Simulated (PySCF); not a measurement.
## Cl²⁺: excitation energy

Cl²⁺ [Ne] 3s2 3p3 (4S) → Cl²⁺ [Ne] 3s1 3p4 (4P), as a difference of total energies. Calculation: PySCF 2.14, in aug-cc-pCVTZ-DK with one added diffuse shell each of s, p, d, f type (9s8p6d4f, 91 functions); scalar relativity by spin-free X2C-1e. Correlated levels: valence and next inner shell: 1s2 frozen. The calculations carry no spin-orbit coupling.

```csv
method,excitation energy (eV)
UHF,13.025
MP2 (valence and next inner shell),13.046
SCS-MP2 (valence and next inner shell),13.017
CCSD (valence and next inner shell),12.530
CCSD(T) (valence and next inner shell),12.373
```

**Question.** How much does correlation contribute at CCSD(T) (valence and next inner shell)?

**Answer.** 12.373 − (13.025) = -0.652 eV, measured against UHF.

A first-order spin-orbit estimate (lowest level to lowest level, LS coupling) adds -0.047 eV.

The coupled-cluster amplitudes are large for the upper state (T1 above 0.03 or a double amplitude above 0.15), so a single reference is strained.
